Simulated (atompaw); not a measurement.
# Plane-wave convergence, PAW (atompaw) potential for S

- Element: S (Z = 16)
- Generator: atompaw 4.2.0.5
- Type: PAW
- Functional: LDA (PW92)
- Relativity: non-relativistic
- Frozen core: [Ne]
- Valence charge: 6
- Reference configuration: 3s2 3p2 (charge +2)
- Partial waves: 3s (bound): rc 1.40 bohr; 3s channel at -1.75 Ry: rc 1.40 bohr; 3p (bound): rc 1.40 bohr; 3p channel at -1.45 Ry: rc 1.40 bohr; 3d channel at 0.05 Ry: rc 1.40 bohr
- Local potential: ultrasoft scheme with l = 3 at -0.5 Ry, radius 1.40 bohr
- Core correction: smooth core density matched at 0.85 bohr
- Augmentation charge: besselshape compensation charge, radius 1.15 bohr; PAW radius 1.40 bohr; waves and projectors: custom rrkj vanderbiltortho

The pseudo-atom Hamiltonian at the reference potential is diagonalised in spherical Bessel functions j_l(qr) that vanish at 20 bohr, with q² up to the cutoff. All-electron valence levels (Ry): 3s -2.8853, 3p -2.0640.

How do the lowest levels (Ry) of each channel move with the cutoff, and are there ghosts?

| cutoff (Ry) | s #1 | s #2 | p #1 | p #2 | d #1 | f #1 | Σ f·Δε (mRy) |
| --- | --- | --- | --- | --- | --- | --- | --- |
| 8 | -2.8528 | -0.8413 | -2.0161 | -0.6306 | -0.8225 | -0.2818 | 160.9 |
| 12 | -2.8709 | -0.8463 | -2.0569 | -0.6439 | -0.8771 | -0.2822 | 43.2 |
| 15 | -2.8781 | -0.8488 | -2.0625 | -0.6460 | -0.8987 | -0.2823 | 17.5 |
| 21 | -2.8847 | -0.8517 | -2.0636 | -0.6464 | -0.9384 | -0.2823 | 2.4 |
| 25 | -2.8849 | -0.8519 | -2.0637 | -0.6464 | -0.9490 | -0.2823 | 1.7 |
| 35 | -2.8851 | -0.8519 | -2.0638 | -0.6464 | -0.9660 | -0.2823 | 1.1 |
| 40 | -2.8852 | -0.8520 | -2.0639 | -0.6464 | -0.9689 | -0.2823 | 0.6 |
| 50 | -2.8853 | -0.8520 | -2.0640 | -0.6464 | -0.9702 | -0.2823 | 0.3 |
| 400 | -2.8854 | -0.8520 | -2.0641 | -0.6464 | -0.9704 | -0.2823 | 0.0 |

Result: no extra level below or beside the all-electron valence levels (s, p, d, f tested); 10 mRy is reached at 18 Ry and 1 mRy at 40 Ry.
